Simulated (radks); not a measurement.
Values are calculated unless marked as measured or tabulated.
Q: Coherent X-ray form factor from a spherical all-electron density. Level of theory: non-relativistic Kohn-Sham, PBE, spin-unpolarised, spherical densities, point nucleus (a radial shooting solver on a logarithmic mesh with Libxc functionals).

sin(theta)/lambda (1/angstrom)  f0 (electrons)
0.05                                    59.857
0.1                                     59.432
0.15                                    58.735
0.2                                     57.783
0.25                                    56.597
0.3                                     55.203
0.4                                     51.913
0.5                                     48.163
0.6                                     44.194
0.8                                     36.401
1                                       29.659
1.25                                    23.321
1.5                                     19.130
2                                       14.649

The species is in the configuration that NIST lists as its ground one. Which atom or ion scatters so?

A: The lead ion Pb22+, [Kr] 4d10 4f13 5s1. Extrapolating in s^2 from the first two rows gives f0(0) = 60.0, near the electron count 60; among species with that count, the fall with angle is slower the higher Z, and the table is that of Z = 82; from so few rows the species is fixed only to a neighbour or two.
